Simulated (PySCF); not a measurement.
**What builds the first ionisation energy along group 6**

Calculated with PySCF 2.14 from differences of total energies of unrestricted determinants, without spin-orbit coupling. Each column adds one step, in eV (sums use unrounded values): valence MP2, valence CCSD, valence triples, then the next inner shell at CCSD(T) (Cr 3s 3p, Mo 4s 4p, W 5s 5p). References (NIST) marked * lie between the lowest fine-structure levels; the others compare directly ((s) semi-empirical, (t) theoretical).

| element | UHF | + MP2 | + CCSD | + (T) | + inner shell | sum | reference |
| --- | --- | --- | --- | --- | --- | --- | --- |
| Cr [Ar] 3d5 4s1 → [Ar] 3d5 (def2-TZVPPD, non-relativistic) | 5.915 | 0.451 | 0.018 | 0.030 | 0.185 | 6.598 | 6.767 |
| Mo [Kr] 4d5 5s1 → [Kr] 4d5 (def2-TZVPPD with the def2 core potential (28 electrons), ECP) | 6.269 | 0.528 | 0.026 | 0.028 | 0.214 | 7.065 | 7.092 |
| W [Xe] 4f14 5d4 6s2 → [Xe] 4f14 5d4 6s1 (def2-TZVPPD with the def2 core potential (60 electrons), ECP) | 5.871 | 1.259 | 0.152 | 0.130 | 0.136 | 7.548 | 7.825 |

What remains against the references is mostly basis incompleteness.

These are valence bases, so the inner-shell step is incomplete.
